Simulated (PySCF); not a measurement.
trigermane (Ge3H8), SMILES [GeH3][GeH2][GeH3]. Atoms are numbered in the order given.

```xyz
11

Ge     1.9926     0.0000    -0.4505
Ge     0.0000     0.0000     0.9291
Ge    -1.9926     0.0000    -0.4505
H      3.2665    -0.0052     0.4146
H      2.0032    -1.2473    -1.3539
H      2.0082     1.2526    -1.3465
H      0.0002     1.2466     1.8372
H     -0.0002    -1.2466     1.8372
H     -2.0082    -1.2526    -1.3465
H     -2.0032     1.2473    -1.3539
H     -3.2665     0.0052     0.4146
```

Coordinates come from a PBE0-D3(BJ)/def2-SVP optimisation.

Level of theory: M06-2X/def2-TZVP (PySCF).

ESP charges are fitted to the potential on shells at 1.4 to 2.0 van der Waals radii. Atomic charges (e):

```csv
atom,Löwdin,ESP fit,Mulliken
Ge1,(withheld),0.06,-0.02
Ge2,(withheld),0.07,-0.15
Ge3,(withheld),0.06,-0.02
H4,(withheld),-0.02,0.02
H5,(withheld),-0.02,0.02
H6,(withheld),-0.02,0.02
H7,(withheld),-0.03,0.03
H8,(withheld),-0.03,0.03
H9,(withheld),-0.02,0.02
H10,(withheld),-0.02,0.02
H11,(withheld),-0.02,0.02
```

Task: Fill in the missing entries. (The exact figures need the calculation; the answer reports its results.)

Result: 
- Ge1, Löwdin: 0.21
- Ge2, Löwdin: 0.08
- Ge3, Löwdin: 0.21
- H4, Löwdin: -0.07
- H5, Löwdin: -0.07
- H6, Löwdin: -0.07
- H7, Löwdin: -0.05
- H8, Löwdin: -0.05
- H9, Löwdin: -0.07
- H10, Löwdin: -0.07
- H11, Löwdin: -0.07
